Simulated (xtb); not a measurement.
H₂O₂Zn, SMILES [OH][Zn][OH]. All values are semi-empirical tight-binding results from xtb (GFN2-xTB unless named), good for trends rather than for accurate numbers. The structure is a stationary point at GFN2-xTB. The isomer is the one that the SMILES or the coordinates give; other isomers of the formula were not compared. One conformer was computed; it need not be the lowest.

Optimised geometry:

Bonds (Å): Zn1–O2 1.708, Zn1–O4 1.708, O2–H3 0.955, O4–H5 0.955. Angles (°): O2–Zn1–O4 144.1, Zn1–O2–H3 123.5, Zn1–O4–H5 123.5.

For metal compounds this method's bond lengths and energies can be far off.

Computed properties:
* **point group as xtb finds it**: C2v
* **orbital gap**: 4.28 eV
* **zero-point energy**: 14.6 kcal/mol
* **G − E(el) at 298.15 K (modified RRHO)**: -2.4 kcal/mol

### Question
Give the atomic charges and the Wiberg bond orders between heavy atoms. (Estimate from the structure and the level; the computed values follow.)

### Answer
charges (e) Zn1 0.36, O2 -0.50, H3 0.32, O4 -0.50, H5 0.32. Bond orders Zn1–O2 0.99, Zn1–O4 0.99.
